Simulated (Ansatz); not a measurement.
Program: Ansatz. Geometries: PBE0-D4/def2-TZVP. ΔE: electronic, gas phase. CCSD(T)/CBS adds triple-zeta CCSD(T) − MP2 to the extrapolated MP2 energy (def2 sets, frozen cores). Functionals use def2-TZVPP. For Ga outer-core shells are correlated without core-valence functions, which leaves a few kJ/mol of doubt a bond. Scalar relativity is left out up to krypton. One conformer a species, not always the lowest.

Reaction (ligand exchange at the Si–O bond): `[OH][Ga]([Cl])[O][SiH3]` + `NN[SiH3]` → `NN([SiH3])[SiH3]` + `[OH][Ga]([OH])[Cl]`

```json
{"level": "r2SCAN-D4", "ΔE (eV)": "0.45"}
{"level": "ωB97M-V", "ΔE (eV)": "0.45"}
{"level": "MP2/def2-TZVPP", "ΔE (eV)": "0.44"}
{"level": "HF/def2-QZVPP", "ΔE (eV)": "0.67"}
{"level": "MP2/def2-QZVPP", "ΔE (eV)": "0.44"}
{"level": "SCS-MP2/def2-QZVPP", "ΔE (eV)": "0.47"}
{"level": "MP2/CBS(def2)", "ΔE (eV)": "0.44"}
{"level": "CCSD/CBS(def2)", "ΔE (eV)": "0.48"}
```

Q: What does CCSD(T)/CBS give? (Best estimate.)

A: The calculation gave: +0.45 eV. The listed levels differ from it by 0.00, 0.00, -0.01, 0.22, -0.01, 0.02, -0.01, 0.03 eV.

Largest T1 diagnostic among the species: 0.013.

The D4 term adds −0.04 eV with B3LYP and −0.02 eV with PBE0; it sums over pairs of atoms, weighted by their polarisabilities, and B3LYP, whose exchange is more repulsive, gets the larger term. From PBE to PBE0 (25 % exact exchange), in def2-TZVPP and without D4, ΔE moves by +0.05 eV. In def2-TZVPP, CCSD(T) changes the Hartree–Fock value by −0.22 eV (the triples alone add −0.04 eV) and MP2 by −0.23 eV.

B3LYP here is the variant with VWN-RPA as its local correlation; programs differ in this.
